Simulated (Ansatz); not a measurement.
Cost and result for the atomization energy of `CB[SiH]1C[SiH2]1` (14 atoms, 14 bonds).

```xyz
14

C    -0.439   -0.358    2.224
B     0.395   -0.242    0.886
Si    0.422    1.363   -0.210
C     0.711    0.739   -1.964
Si   -0.301   -0.671   -1.211
H    -0.837   -1.372    2.340
H    -1.282    0.334    2.292
H     0.204   -0.185    3.093
H     1.352   -0.963    0.727
H    -0.783    2.257   -0.233
H     0.270    1.309   -2.777
H     1.735    0.444   -2.188
H     0.281   -2.021   -1.365
H    -1.728   -0.634   -1.614
```

Total charge 0; spin multiplicity 1. Geometry: relaxed with PBE0-D4/def2-TZVP. It is one conformer, not always the lowest. Program: Ansatz. All runs use 4 threads of an Arm Neoverse V1 on a shared host. Times are those of one run each, without the atoms' runs, and a repeat can differ threefold. Electronic energies, without spin–orbit coupling; frozen cores. CCSD(T)/CBS adds CCSD(T) − MP2 in def2-TZVPP to the MP2 limit, and its time is that of the two runs behind it. T1 = 0.013; the RHF reference is unstable towards UHF. B3LYP takes the VWN-RPA correlation (the form of Gaussian; ORCA's B3LYP/G).

CCSD(T)/CBS is a level of theory with its own doubt, some kJ/mol a heavy atom from the limit and from the frozen cores, so smaller differences don't rank the functionals.

| level | functions | wall time |
| --- | --- | --- |
| PBE-D4/def2-TZVPP (with forces) | 303 | 3.7 s |
| PBE0-D4/def2-TZVPP | 303 | 4.3 s |
| r2SCAN-D4/def2-TZVPP (with forces) | 303 | 7 s |
| B3LYP-D4/def2-TZVPP (with forces) | 303 | 7 s |
| B2PLYP/def2-TZVPP | 303 | 8 s |
| ωB97X-V/def2-TZVPP | 303 | 11 s |
| ωB97M-V/def2-TZVPP (with forces) | 303 | 16 s |
| MP2/def2-QZVPP | 581 | 40 s |
| CCSD(T)/def2-TZVPP | 303 | 14 min |
| CCSD(T)/CBS(def2) | – | 15 min |

**Question.** What atomization energy does each give, and how far from CCSD(T)/CBS? (Estimate.)

**Answer.** The calculation gave: 
```csv
level,atomization (kcal/mol),difference from CCSD(T)/CBS,per bond
PBE-D4/def2-TZVPP (with forces),1185.1,18.5,1.3
PBE0-D4/def2-TZVPP,1175.1,8.5,0.6
r2SCAN-D4/def2-TZVPP (with forces),1178.5,11.9,0.8
B3LYP-D4/def2-TZVPP (with forces),1168.9,2.3,0.2
B2PLYP/def2-TZVPP,1154.0,-12.6,-0.9
ωB97X-V/def2-TZVPP,1172.9,6.3,0.5
ωB97M-V/def2-TZVPP (with forces),1172.4,5.8,0.4
MP2/def2-QZVPP,1163.3,-3.3,-0.2
CCSD(T)/def2-TZVPP,1140.1,-26.5,-1.9
CCSD(T)/CBS(def2),1166.6,0.0,0.0
```

The D4 term adds +13.1 kcal/mol with B3LYP and +6.9 kcal/mol with PBE0; it sums over pairs of atoms, weighted by their polarisabilities, and B3LYP, whose exchange is more repulsive, gets the larger term. In def2-TZVPP, CCSD(T) changes the Hartree–Fock value by +261.9 kcal/mol (the triples alone add +16.1 kcal/mol) and MP2 by +269.5 kcal/mol; breaking electron pairs costs correlation energy, which Hartree–Fock lacks. From PBE to PBE0 (25 % exact exchange), in def2-TZVPP and without D4, the atomization energy moves by −8.7 kcal/mol: exact exchange takes away binding that semilocal exchange gives to molecules.
